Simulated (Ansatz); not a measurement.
Relaxation of C₂H₈AsNO₂ (14 atoms, charge 0, multiplicity 1), to a largest force component of 0.015 eV/Å in at most 40 steps.

Method: RHF/def2-mTZVP in Ansatz 0.2.0.

```xyz
14
Properties=species:S:1:pos:R:3:forces:R:3
O -0.410 -2.775 1.016 -3.43 2.23 -1.97
C 0.230 -1.891 0.126 1.06 -0.48 0.93
O -0.001 -0.543 0.498 1.83 -0.16 -1.60
C 0.817 0.321 -0.362 -4.30 0.24 -0.02
N 0.504 1.692 0.007 0.85 0.90 -1.08
As -1.304 2.175 -0.397 0.30 -0.07 2.12
H -1.398 -2.554 0.857 3.17 -1.17 1.05
H -0.089 -2.049 -0.921 0.09 0.02 0.71
H 1.317 -2.135 0.224 -1.10 0.35 -0.28
H 1.838 0.113 -0.253 1.16 -0.29 0.10
H 0.424 0.157 -1.399 1.06 -0.41 0.70
H 1.128 2.312 -0.559 -0.97 -1.01 1.06
H -1.204 3.600 0.238 0.00 -0.77 -0.46
H -1.865 1.549 0.954 0.27 0.60 -1.27
```

**Question.** Where does it end, and by what steps?

**Answer.** The run converged. After 21 steps the energy has fallen by 1.018 eV; H12 moved furthest, 1.28 Å.

```tsv
step	energy less start (eV)	largest force component (eV/Å)	accepted
0	0.0000	4.301	yes
1	-0.5807	1.146	yes
2	-0.6750	0.444	yes
3	-0.6907	0.162	yes
4	-0.7138	0.293	yes
5	-0.7180	0.625	yes
6	-0.7538	0.300	yes
7	-0.7809	0.291	yes
8	-0.7945	0.702	yes
9	-0.8079	0.401	yes
10	-0.8490	0.279	yes
11	-0.8971	0.511	yes
12	-0.8590	1.942	no
13	-0.9347	0.474	yes
14	-0.9684	0.787	yes
15	-1.0023	0.185	yes
16	-1.0002	0.430	no
17	-1.0115	0.107	yes
18	-1.0164	0.032	yes
19	-1.0171	0.080	yes
20	-1.0174	0.081	yes
21	-1.0177	0.014	yes
```

```xyz
14
Properties=species:S:1:pos:R:3
O -0.324 -2.706 1.022
C 0.321 -1.935 0.084
O 0.106 -0.590 0.364
C 0.699 0.302 -0.548
N 0.402 1.653 -0.216
As -1.360 2.181 -0.353
H -1.242 -2.476 1.037
H -0.031 -2.158 -0.922
H 1.375 -2.180 0.149
H 1.775 0.162 -0.542
H 0.335 0.092 -1.549
H 0.852 1.925 0.634
H -1.098 3.664 -0.217
H -1.822 2.036 1.086
```

Run time: 120 s on 2 threads of Arm Neoverse V1 (shared host), peak memory 0.5 GiB.
